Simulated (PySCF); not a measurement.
```xyz
3
charge 0 multiplicity 2, angstrom
In    0.0000    0.0000   -0.2573
F     1.6647    0.0000    0.7713
F    -1.6647    0.0000    0.7713
```

Computed with PySCF, UPBE0, basis In def2-TZVP with ECP28, F def2-TZVP (scalar-relativistic core potentials, no spin–orbit coupling, density fitting).

This geometry of InF₂ is a stationary point at this level.

(1) What is the point group?

(2) Is it a minimum?

(3) Which band is strongest in the infrared?

(4) What are the dipole moment and the gap between the highest occupied and lowest empty levels of either spin?

(5) Give the ideal-gas entropy at 298.15 K and 1 bar by parts.

Results:

(1) C2v.

(2) Yes: all harmonic wavenumbers are real.

(3) 572 cm⁻¹ (b2), 110 km/mol.

(4) 3.25 D and 3.03 eV.

(5) translation 171.6, rotation 96.7, vibration 17.0, spin 5.8; total 291.0 J/(mol K).

Other isomers or separated fragments may lie lower. Spin–orbit coupling, left out here, can matter for elements this heavy.
